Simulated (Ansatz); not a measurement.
Calculated with Ansatz (gas phase, PBE0-D4/def2-TZVP geometries, no zero-point term in ΔE). CBS: MP2 limit from def2 TZ/QZ plus the TZ coupled-cluster correction, frozen cores. This one scheme is used for every species. DFT in def2-TZVPP. B3LYP here is the variant with VWN-RPA as its local correlation; programs differ in this. def2 core potentials past Kr. For Ge, I outer-core shells are correlated without core-valence functions, which leaves a few kJ/mol of doubt a bond. Scalar relativity is left out up to krypton. One conformer a species, not always the lowest.

`[CH3][GeH2][B](O)O` + HI → `[CH3][GeH2][I]` + `OBO`  (cleavage of the Ge–B bond)

```
         level  ΔE (kJ/mol)
        B2PLYP       -117.0
          PBE0       -112.6
         B3LYP       -115.5
MP2/def2-QZVPP       -122.8
```

Q: What does CCSD(T)/CBS give? (Estimate.)

A: The calculation gave: -114.0 kJ/mol. The listed levels differ from it by -3.0, 1.4, -1.5, -8.8 kJ/mol.

Largest T1 diagnostic among the species: 0.013.

From PBE to PBE0 (25 % exact exchange), in def2-TZVPP and without D4, ΔE moves by −7.4 kJ/mol. In def2-TZVPP, CCSD(T) changes the Hartree–Fock value by +31.2 kJ/mol (the triples alone add +2.6 kJ/mol) and MP2 by +20.1 kJ/mol.
